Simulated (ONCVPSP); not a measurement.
**Transferability test, ONCV potential for carbon (C)**

* Element: C (Z = 6)
* Generator: ONCVPSP 4.0.1
* Type: optimised norm-conserving Vanderbilt (ONCV)
* Functional: PBE
* Relativity: fully relativistic
* Frozen core: [He]
* Valence charge: 4
* Reference configuration: 2s2 2p1.5 (charge +0.5)
* Partial waves: 2s: rc 0.85 bohr, ncon 4, nbas 8, qcut 8.2 1/bohr, 2 projectors, debl 0.5 Ha; 2p: rc 2.45 bohr, ncon 3, nbas 7, qcut 6.4 1/bohr, 1 projector; d scattering state at 0.04 Ha: rc 2.15 bohr, ncon 3, nbas 7, qcut 4.2 1/bohr, 2 projectors, debl 2.6 Ha
* Local potential: polynomial inside 0.70 bohr (lpopt 3, dvloc0 2 Ha)
* Core correction: Teter function, fcfact 3.25, rcfact 1

Open shells are filled in proportion to 2j + 1.

In the s channel the program set the typed energies aside and used -0.712, 0.250 Ha.

Energies are relative to the spin-unpolarised reference configuration 2s2 2p1.5; without spin polarisation the order of configurations can differ from experiment.

| valence configuration | charge | ΔE all-electron (eV) | error AE − PS (meV) |
| --- | --- | --- | --- |
| 2s2 2p1 | +1 | 6.898 | +21 |
| 2s2 2p0 | +2 | 31.054 | +392 |
| 2s1 2p2 | +1 | 15.652 | -53 |

What are ΔE and the potential's error for 2s2 2p2?

ΔE = -3.963 eV all-electron; the error (AE − PS) is +7.1 meV.

Levels in the configuration 2s2 2p0:

```
   level  all-electron (eV)  pseudo (eV)
2s j=1/2            -40.378      -40.001
```

Note: ghosts flagged at negative energy: s at -206.0 eV, d5/2 at -642.1 eV, d3/2 at -602.2 eV; no localised positive-energy state flagged. A true bound ghost makes a file unfit for plane-wave use.
